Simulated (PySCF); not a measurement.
C8H9N.
Atom-mapped SMILES: `[N:1]#[C:2][C@@:3]12[CH:4]=[CH:5][C@@H:6]([CH2:7][CH2:8]1)[CH2:9]2`

Structure used (GFN2-xTB), in Å, numbered top down from 1:
```
atom  x, y, z in Å
N1    -2.6392   -2.3208   -0.0818
C2    -1.7492   -1.6014   -0.0754
C3    -0.6340   -0.7052   -0.0680
C4     0.6676   -1.2489   -0.6250
C5     1.6405   -0.4726   -0.1692
C6     1.0142    0.5952    0.6903
C7     0.2612    1.5288   -0.2882
C8    -0.8752    0.6365   -0.8190
C9    -0.1541   -0.1843    1.3005
H10    0.7202   -2.0721   -1.3128
H11    2.6872   -0.5191   -0.4066
H12    1.6803    1.1085    1.3791
H13    0.9154    1.8823   -1.0841
H14   -0.1323    2.3946    0.2433
H15   -1.8567    1.0366   -0.5647
H16   -0.8309    0.4929   -1.8979
H17    0.1653   -0.9867    1.9643
H18   -0.8890    0.4419    1.8036
```

Probes without a nucleus sit at each ring's centroid and 1 Å off its mean plane on both sides; NICS is minus the shielding there, NICSzz its component along the normal. Level: GIAO PBE0/pcSseg-1 (PySCF, non-relativistic, gas phase) on the GFN2-xTB geometry, one conformer.

Ring bond lengths (Å), with Mayer bond orders in brackets: C3–C4 1.517 (0.94), C4–C5 1.326 (1.85), C5–C6 1.507 (0.98), C6–C9 1.531 (0.95), C9–C3 1.541 (0.94); C3–C8 1.556 (0.96), C8–C7 1.539 (1.03), C7–C6 1.548 (0.97), C6–C9 1.531 (0.95), C9–C3 1.541 (0.94).

Question: What do the NICS probes read (ppm)?

Answer: 
| ring | type | NICS(0) | NICS(1), two faces | NICS(1)zz, two faces | rms pucker (Å) | centre to ring atoms, mean (Å) |
| --- | --- | --- | --- | --- | --- | --- |
| C3–C4–C5–C6–C9 | 5-membered carbocycle; formal bonds 1 double, 4 single | -7.5 | -6.1 / -10.0 | -6.8 / -12.2 | 0.25 | 1.22 |
| C3–C8–C7–C6–C9 | 5-membered carbocycle; formal bonds all single | -9.3 | -9.7 / -4.3 | -16.2 / -4.6 | 0.28 | 1.26 |

Question: What can be read from them?

Answer: 
- C3–C4–C5–C6–C9: mean NICS(1)zz -9.5 ppm, shielded. C3, C6, C9 have four or more neighbours, so the value isn't read as a sign of a π ring current. C7, outside the ring, lies only 1.22 Å from a NICS(1) probe, which then mostly feels that atom. The two faces differ by 5.4 ppm, so no symmetry operation interchanges them.
- C3–C8–C7–C6–C9: mean NICS(1)zz -10.4 ppm, shielded. C3, C6, C7, C8, C9 have four or more neighbours, and the NICS criterion for π rings isn't applied. C5, outside the ring, lies only 1.14 Å from a NICS(1) probe, which then mostly feels that atom. The two faces differ by 11.6 ppm, so no symmetry operation interchanges them.

Question: What is the mean of the two in-plane components of NICS at the second NICS(1) probe listed for ring C3–C4–C5–C6–C9, 1 Å off the ring?

Answer: The isotropic value is a third of the trace: (3 × -10.0 − (-12.2))/2 = -8.9 ppm.

Question: How shielded are the nuclei of the rings and their hydrogens (means over atoms taken as equivalent)?

Answer: 
```csv
atoms,environment,σ isotropic (ppm),"principal values of the symmetric part, first atom (ppm)"
C3,sp3 carbon at a ring junction,145.5,"134.3, 144.1, 158.2"
C4,alkene CH carbon,42.6,"-62.3, 44.9, 145.1"
C5,alkene CH carbon,41.0,"-67.5, 33.2, 157.3"
C6,sp3 carbon at a ring junction,140.9,"131.4, 139.1, 152.2"
C7,ring CH2 carbon,158.5,"142.9, 157.4, 175.1"
C8,ring CH2 carbon,152.4,"132.7, 149.1, 175.5"
C9,ring CH2 carbon,128.5,"100.3, 137.1, 148.0"
H10,vinylic hydrogen,25.39,"23.8, 26.1, 26.3"
H11,vinylic hydrogen,25.22,"23.9, 25.2, 26.6"
H12,methine hydrogen,28.90,"24.9, 25.8, 36.0"
H13,methylene hydrogen,30.50,"25.5, 27.2, 38.7"
H14,methylene hydrogen,29.75,"25.0, 27.0, 37.3"
H15,methylene hydrogen,29.61,"24.9, 27.9, 36.0"
H16,methylene hydrogen,30.21,"25.4, 27.7, 37.5"
```

The list is cut; further classes of hydrogen are left out.
